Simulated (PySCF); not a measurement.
Computed shifts of a molecule C₅H₁₀, PySCF with PBE/pcSseg-1, GIAO, gas phase, equivalent atoms averaged, in ppm (number of nuclei): ¹³C: 140.0 (1), 128.7 (1), 31.6 (1), 20.7 (1), 19.2 (1). ¹H: 5.69 (1), 2.06 (3), 2.00 (6). References: ¹³C against TMS (σ = 182.0 ppm); ¹H against TMS (σ = 31.49 ppm), references at their B3LYP-D3(BJ)/def2-TZVP geometries, non-relativistic. Geometry optimised at B3LYP-D3(BJ)/def2-SVP. One conformer was computed; it need not be the lowest.

Q: Identify the compound among the candidates.
(A) C=CC(C)C
(B) CC=C(C)C
(C) C1CCCC1
(D) C=C(C)CC

A: B, CC=C(C)C
